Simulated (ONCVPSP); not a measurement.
# Be (Z = 4) ONCV: all-electron and pseudo phase curves

ONCVPSP 4.0.1 input, shortened (lines: element, Z, core and valence counts, functional; n l f; lmax; l rc ep ncon nbas qcut; lloc lpopt rc5 dvloc0; l nproj debl; icmod fcfact rcfact), PBEsol, scalar-relativistic:

```
  Be 4.00    1    2  -116133      upf
    1    0    2.00
    2    0    1.00
    2    1    1.00
    2
    0    2.00    0.00    4    9    2.70
    1    3.50    0.00    3    7    4.80
    2    2.65    0.05    3    7    4.20
    4    5    1.85    0.00
    0    1    2.30
    1    2    1.00
    2    2    3.20
    3    2.25    1.05
```

The phase is arctan(r·R′/R) of the radial function R(r), unwrapped; energies in Ha, scanned from -2 to 5 Ha. A pole is an energy at which the radial function vanishes at the test radius. The pseudo phase is shifted by a multiple of π to meet the all-electron one at the reference energy, and phase errors are pseudo minus all-electron; the curves can meet again beyond the range given. Levels narrower than the energy grid can be missing from the lists of poles.

Task: For each channel, where are the poles, and over which energies does the pseudopotential scatter like the atom?

Result:

```
channel  radius (bohr)  reference energy (Ha)  poles, all-electron     poles, pseudo  unbroken range about the reference energy with phases within 0.05 rad  phase error 1 Ha above the reference energy (rad)
      s           2.03                  -0.22                 1.08        0.93, 3.63                                                              below 1.0                                             -0.027
      p           3.54                  -0.09     0.09, 1.35, 3.45  0.09, 1.35, 3.75                                                              below 2.0                                             -0.000
      d           2.69                   0.05           1.53, 4.61        1.53, 4.65                                                        the whole range                                             +0.001
```

Phases in the s channel:

```
E (Ha)  all-electron  pseudo
 -1.98         1.174   1.169
 -1.80         1.137   1.132
 -1.62         1.090   1.084
 -1.44         1.029   1.022
 -1.26         0.945   0.937
 -1.08         0.824   0.815
 -0.90         0.640   0.630
 -0.72         0.354   0.344
 -0.54        -0.058  -0.064
 -0.36        -0.508  -0.510
 -0.18        -0.858  -0.858
  0.00        -1.087  -1.089
  0.18        -1.237  -1.243
  0.36        -1.341  -1.351
  0.54        -1.417  -1.433
  0.72        -1.477  -1.501
  0.90        -1.526  -1.562
  1.08        -1.570  -1.623
  1.26        -1.610  -1.691
  1.44        -1.648  -1.781
  1.62        -1.688  -1.926
  1.80        -1.732  -2.239
  1.98        -1.782  -3.083
  2.16        -1.845  -3.972
  2.34        -1.928  -4.303
  2.52        -2.049  -4.447
  2.70        -2.244  -4.529
  2.88        -2.583  -4.583
  3.06        -3.124  -4.624
  3.24        -3.671  -4.656
  3.42        -4.016  -4.683
  3.60        -4.213  -4.708
  3.78        -4.332  -4.731
  3.96        -4.412  -4.753
  4.14        -4.469  -4.775
  4.32        -4.511  -4.799
  4.50        -4.545  -4.824
  4.68        -4.573  -4.853
  4.86        -4.596  -4.888
```
